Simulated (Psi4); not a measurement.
C₇H₈, charge +1, doublet, at a GFN2-xTB geometry (a state made from the parent by changing its charge; the spin is typed, not shown lowest); Psi4 with HF/STO-3G.

Psi4 was given this input:
```
memory 2 GB

molecule {
1 2
C     1.17486600   -0.47772752    0.64346424
C     0.78808183    0.81384632    0.85974479
C    -0.27270495    1.14091680   -0.16480281
C    -1.32582170    0.24940099    0.45008430
C    -0.93903754   -1.04217285    0.23380375
C     0.36763190   -0.99733600   -0.52286403
C     0.18725884    0.28323646   -1.35653456
H     1.88225086   -1.06032231    1.20773834
H     1.12040016    1.48369710    1.63374723
H    -0.52038085    2.18306297   -0.32266910
H    -2.18604264    0.60082512    0.99298053
H    -1.42419194   -1.94319429    0.56697164
H     0.70397232   -1.90537355   -1.00729843
H    -0.57381316    0.18453533   -2.12817486
H     1.11615896    0.63578433   -1.80066947
}

set {
  basis sto-3g
  reference uhf
  damping_percentage 50
}

energy('scf')
print_variables()
```

The log (banner, timings and long lists left out):

```
   => Loading Basis Set <=

    Name: STO-3G
    Role: ORBITAL
    Keyword: BASIS

         ---------------------------------------------------------
                                   SCF
               by Justin Turney, Rob Parrish, Andy Simmonett
                          and Daniel G. A. Smith
                              UHF Reference
         ---------------------------------------------------------

  ==> Geometry <==

    Molecular point group: c1
    Full point group: C1

    Geometry (in Angstrom), charge = 1, multiplicity = 2:

       Center              X                  Y                   Z               Mass
    ------------   -----------------  -----------------  -----------------  -----------------
         C            1.176141519137    -0.475798244662     0.634224167946    12.000000000000
         C            0.789357349137     0.815775595338     0.850504717946    12.000000000000
         C           -0.271429430863     1.142846075338    -0.174042882054    12.000000000000
         C           -1.324546180863     0.251330265338     0.440844227946    12.000000000000
         C           -0.937762020863    -1.040243574662     0.224563677946    12.000000000000
         C            0.368907419137    -0.995406724662    -0.532104102054    12.000000000000
         C            0.188534359137     0.285165735338    -1.365774632054    12.000000000000
         H            1.883526379137    -1.058393034662     1.198498267946     1.007825032230
         H            1.121675679137     1.485626375338     1.624507157946     1.007825032230
         H           -0.519105330863     2.184992245338    -0.331909172054     1.007825032230
         H           -2.184767120863     0.602754395338     0.983740457946     1.007825032230
         H           -1.422916420863    -1.941265014662     0.557731567946     1.007825032230
         H            0.705247839137    -1.903444274662    -1.016538502054     1.007825032230
         H           -0.572537640863     0.186464605338    -2.137414932054     1.007825032230
         H            1.117434479137     0.637713605338    -1.809909542054     1.007825032230

  Running in c1 symmetry.

  Rotational constants: A =      0.13394  B =      0.13028  C =      0.11787 [cm^-1]
  Rotational constants: A =   4015.30520  B =   3905.71640  C =   3533.74156 [MHz]
  Nuclear repulsion =  291.705285115335357

  Charge       = 1
  Multiplicity = 2
  Electrons    = 49
  Nalpha       = 25
  Nbeta        = 24

  ==> Algorithm <==

  SCF Algorithm Type is DF.
  DIIS enabled.
  MOM disabled.
  Fractional occupation disabled.
  Guess Type is SAD.
  Energy threshold   = 1.00e-06
  Density threshold  = 1.00e-06
  Integral threshold = 1.00e-12

  ==> Primary Basis <==

  Basis Set: STO-3G
    Blend: STO-3G
    Number of shells: 29
    Number of basis functions: 43
    Number of Cartesian functions: 43
    Spherical Harmonics?: true
    Max angular momentum: 1

   => Loading Basis Set <=

    Name: (STO-3G AUX)
    Role: JKFIT
    Keyword: DF_BASIS_SCF

  ==> Integral Setup <==

  SCF_SUBTYPE=INCORE selected. In-core MEM_DF algorithm will be used.
  Using in-core AOs.

  ==> MemDFJK: Density-Fitted J/K Matrices <==

    J tasked:                   Yes
    K tasked:                   Yes
    wK tasked:                   No
    Algorithm:                 Core
    Schwarz Cutoff:           1E-12
    Mask sparsity (%):       1.4062
    Fitting Condition:        1E-10

   => Auxiliary Basis Set <=

  Basis Set: (STO-3G AUX)
    Blend: DEF2-UNIVERSAL-JKFIT
    Number of shells: 223
    Number of basis functions: 669
    Number of Cartesian functions: 783
    Spherical Harmonics?: true
    Max angular momentum: 4

  Minimum eigenvalue in the overlap matrix is 1.8458767814E-01.
  Reciprocal condition number of the overlap matrix is 6.3566508032E-02.
    Using symmetric orthogonalization.

  ==> Pre-Iterations <==

  SCF Guess: Superposition of Atomic Densities via on-the-fly atomic UHF (no occupation information).

[...]
   @DF-UHF iter  71:  -266.20241774221438   -2.71338e-06   1.11572e-06 DIIS/DAMP=50%
   @DF-UHF iter  72:  -266.20241615619568    1.58602e-06   6.87604e-07 DIIS/DAMP=50%
   @DF-UHF iter  73:  -266.20241939775138   -3.24156e-06   1.05392e-06 DIIS/DAMP=50%
   @DF-UHF iter  74:  -266.20241703946755    2.35828e-06   1.32859e-06 DIIS/DAMP=50%
   @DF-UHF iter  75:  -266.20241767841645   -6.38949e-07   1.18889e-06 DIIS/DAMP=50%
   @DF-UHF iter  76:  -266.20241777074051   -9.23241e-08   1.44241e-06 DIIS/DAMP=50%
   @DF-UHF iter  77:  -266.20241575123805    2.01950e-06   1.92623e-06 DIIS/DAMP=50%
   @DF-UHF iter  78:  -266.20241562137386    1.29864e-07   1.87185e-06 DIIS/DAMP=50%
   @DF-UHF iter  79:  -266.20241684138375   -1.22001e-06   1.73839e-06 DIIS/DAMP=50%
   @DF-UHF iter  80:  -266.20241549150467    1.34988e-06   2.08065e-06 DIIS/DAMP=50%
   @DF-UHF iter  81:  -266.20241528089400    2.10611e-07   2.08847e-06 DIIS/DAMP=50%
   @DF-UHF iter  82:  -266.20241575940253   -4.78509e-07   1.94326e-06 DIIS/DAMP=50%
   @DF-UHF iter  83:  -266.20241710220876   -1.34281e-06   1.78958e-06 DIIS/DAMP=50%
   @DF-UHF iter  84:  -266.20241719256990   -9.03611e-08   1.91628e-06 DIIS/DAMP=50%
   @DF-UHF iter  85:  -266.20241880096575   -1.60840e-06   2.23171e-06 DIIS/DAMP=50%
   @DF-UHF iter  86:  -266.20241183148619    6.96948e-06   2.88880e-06 DIIS/DAMP=50%
   @DF-UHF iter  87:  -266.20241154761112    2.83875e-07   2.33085e-06 DIIS/DAMP=50%
   @DF-UHF iter  88:  -266.20241607971110   -4.53210e-06   2.31888e-06 DIIS/DAMP=50%
   @DF-UHF iter  89:  -266.20241991716534   -3.83745e-06   1.88877e-06 DIIS/DAMP=50%
   @DF-UHF iter  90:  -266.20241971163472    2.05531e-07   1.70922e-06 DIIS/DAMP=50%
   @DF-UHF iter  91:  -266.20241858887118    1.12276e-06   2.21543e-06 DIIS/DAMP=50%
   @DF-UHF iter  92:  -266.20241847140926    1.17462e-07   2.59797e-06 DIIS/DAMP=50%
   @DF-UHF iter  93:  -266.20241762364316    8.47766e-07   3.13791e-06 DIIS/DAMP=50%
   @DF-UHF iter  94:  -266.20242291223531   -5.28859e-06   2.82777e-06 DIIS/DAMP=50%
   @DF-UHF iter  95:  -266.20241742234634    5.48989e-06   5.20469e-06 DIIS/DAMP=50%
   @DF-UHF iter  96:  -266.20241005262216    7.36972e-06   7.73200e-06 DIIS/DAMP=50%
   @DF-UHF iter  97:  -266.20241179504831   -1.74243e-06   5.72801e-06 DIIS/DAMP=50%
   @DF-UHF iter  98:  -266.20240938598965    2.40906e-06   4.14664e-06 DIIS/DAMP=50%
   @DF-UHF iter  99:  -266.20241112571671   -1.73973e-06   2.63013e-06 DIIS/DAMP=50%
   @DF-UHF iter 100:  -266.20241816226962   -7.03655e-06   2.93301e-06 DIIS/DAMP=50%

PsiException: Could not converge SCF iterations in 100 iterations.

  Failed to converge.

Traceback (most recent call last):
  File "psi4", line 375, in <module>
  File "<string>", line 37, in <module>
  File "site-packages/psi4/driver/driver.py", line 533, in energy
  File "site-packages/psi4/driver/procrouting/proc.py", line 2760, in run_scf
  File "site-packages/psi4/driver/procrouting/proc.py", line 2047, in scf_helper
  File "site-packages/psi4/driver/procrouting/scf_proc/scf_iterator.py", line 93, in scf_compute_energy
  File "site-packages/psi4/driver/procrouting/scf_proc/scf_iterator.py", line 86, in scf_compute_energy
  File "site-packages/psi4/driver/procrouting/scf_proc/scf_iterator.py", line 609, in scf_iterate

psi4.driver.p4util.exceptions.SCFConvergenceError: Could not converge SCF iterations in 100 iterations.

Printing out the relevant lines from the Psithon --> Python processed input file:
    """)
    core.IO.set_default_namespace("")
    core.set_global_option("BASIS", "sto-3g")
    core.set_global_option("REFERENCE", "uhf")
    core.set_global_option("DAMPING_PERCENTAGE", 50)
--> energy('scf')
    print_variables()

!-------------------------------------------------------!
!                                                       !
!  Could not converge SCF iterations in 100 iterations. !
!                                                       !
!-------------------------------------------------------!
```

Convergence was not reached.
